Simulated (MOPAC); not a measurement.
Job for MOPAC: PM3 on FHOPb (SMILES [OH][Pb][F]), a point of a bond scan (R = 1.159 Å).

```
PM3 1SCF PRECISE CHARGE=0 THREADS=1
FHOPb

Pb     0.11984709 1     0.02505711 1     0.23369822 1
F     -0.29894545 1     1.35257794 1    -1.30236435 1
O     -0.75278508 1    -1.60708419 1    -0.73088014 1
H     -1.18704919 1    -1.32403623 1    -1.76774414 1
```

Output:

```
*******************************************************************************
 **                                                                           **
 **                              MOPAC v23.2.5                                **
 **                                                                           **
 *******************************************************************************
 ** MOPAC's Digital Object Identifier: https://doi.org/10.5281/zenodo.6511958 **
 **                                                                           **
 ** Please cite the open-source release paper for use of this MOPAC version:  **
 ** J. E. Moussa and J. J. P. Stewart (2026)                                  **
 ** MOPAC: An open-source semiempirical molecular orbital program             **
 ** J. Open Source Softw., 11(119), 8025, https://doi.org/10.21105/joss.08025 **
 *******************************************************************************

                              PM3 CALCULATION RESULTS

 *******************************************************************************
 *  PM3        - The PM3 Hamiltonian to be used
 *
 *
 *
 *                 CHARGE ON SYSTEM = 0
 *
 *
 *
 *  PRECISE    - TIGHTER CRITERIA TO BE USED
 *  1SCF       - DO 1 SCF AND THEN STOP
 *  THREADS=1  - MULTI-THREADING NOT USED
 *  T=         - A TIME OF 172800.0 SECONDS REQUESTED
 *  DUMP=N     - RESTART FILE WRITTEN EVERY 7200.0 SECONDS REQUESTED
 *******************************************************************************
PM3 1SCF PRECISE CHARGE=0 THREADS=1
 FHOPb

   ATOM   CHEMICAL          X               Y               Z
  NUMBER   SYMBOL      (ANGSTROMS)     (ANGSTROMS)     (ANGSTROMS)

     1      Pb          0.11984709  *   0.02505711  *   0.23369822  *
     2       F         -0.29894545  *   1.35257794  *  -1.30236435  *
     3       O         -0.75278508  *  -1.60708419  *  -0.73088014  *
     4       H         -1.18704919  *  -1.32403623  *  -1.76774414  *



          CARTESIAN COORDINATES

    NO.       ATOM           X           Y           Z

     1        Pb          0.1198      0.0251      0.2337
     2         F         -0.2989      1.3526     -1.3024
     3         O         -0.7528     -1.6071     -0.7309
     4         H         -1.1870     -1.3240     -1.7677

  H: (PM3): J. J. P. STEWART, J. COMP. CHEM. 10, 209 (1989).
  O: (PM3): J. J. P. STEWART, J. COMP. CHEM. 10, 209 (1989).
  F: (PM3): J. J. P. STEWART, J. COMP. CHEM. 10, 209 (1989).
 Pb: (PM3): J. J. P. STEWART, J. COMP. CHEM. 12, 320-341 (1991).

           Empirical Formula: H O Pb F  =     4 atoms



      MOLECULAR POINT GROUP   :   Cs


      RHF CALCULATION, NO. OF DOUBLY OCCUPIED LEVELS = 9


 -------------------------------------------------------------------------------
 PM3 1SCF PRECISE CHARGE=0 THREADS=1
 FHOPb



     1SCF WAS SPECIFIED, SO BFGS WAS NOT USED
     SCF FIELD WAS ACHIEVED


                              PM3 CALCULATION
                                                       MOPAC v23.2.5 Linux




          FINAL HEAT OF FORMATION =        -62.18402 KCAL/MOL =    -260.17794 KJ/MOL


          COSMO AREA              =         96.80 SQUARE ANGSTROMS
          COSMO VOLUME            =         81.27 CUBIC ANGSTROMS

          IONIZATION POTENTIAL    =          9.767569 EV
          HOMO LUMO ENERGIES (EV) =         -9.768 -1.928
          NO. OF FILLED LEVELS    =          9
          MOLECULAR WEIGHT        =        243.2057         POINT GROUP:  Cs

          MOLECULAR DIMENSIONS (Angstroms)

            Atom       Atom       Distance
            O     3    F     2     3.04831
           Pb     1    H     4     2.50173
            H     4    F     2     0.00000


          SCF CALCULATIONS        =          1





   ATOM   CHEMICAL          X               Y               Z
  NUMBER   SYMBOL      (ANGSTROMS)     (ANGSTROMS)     (ANGSTROMS)

     1      Pb          0.11984709  *   0.02505711  *   0.23369822  *
     2       F         -0.29894545  *   1.35257794  *  -1.30236435  *
     3       O         -0.75278508  *  -1.60708419  *  -0.73088014  *
     4       H         -1.18704919  *  -1.32403623  *  -1.76774414  *

                             CARTESIAN COORDINATES

   1   Pb        0.119847090     0.025057110     0.233698220
   2    F       -0.298945450     1.352577940    -1.302364350
   3    O       -0.752785080    -1.607084190    -0.730880140
   4    H       -1.187049190    -1.324036230    -1.767744140


           Empirical Formula: H O Pb F  =     4 atoms



      MOLECULAR POINT GROUP   :   Cs


                  EIGENVALUES
 -32.68776 -18.11700 -15.40307 -14.73682 -14.07767 -13.98146 -12.29325 -11.45372
  -9.76757  -1.92789   0.04285   0.29909   3.87592


              NET ATOMIC CHARGES AND DIPOLE CONTRIBUTIONS

  ATOM NO.   TYPE          CHARGE      No. of ELECS.   s-Pop       p-Pop
    1         Pb           0.834657        3.1653     1.88881     1.27654
    2          F          -0.453210        7.4532     1.73344     5.71977
    3          O          -0.573680        6.5737     1.84884     4.72484
    4          H           0.192233        0.8078     0.80777
 DIPOLE           X         Y         Z       TOTAL
 POINT-CHG.     2.109     0.362     4.154     4.673
 HYBRID        -0.859    -0.179    -1.675     1.891
 SUM            1.251     0.183     2.479     2.783


          ATOMIC ORBITAL ELECTRON POPULATIONS

     Atom    s        px        py        pz
    1 Pb   1.88881   0.31290   0.41249   0.55115
    2  F   1.73344   1.93958   1.90037   1.87982
    3  O   1.84884   1.72208   1.66735   1.33541
    4  H   0.80777

 **********************
 *                    *
 * JOB ENDED NORMALLY *
 *                    *
 **********************




 == MOPAC DONE ==
```

The run finished.

Cost: roughly 0.010 core-seconds.
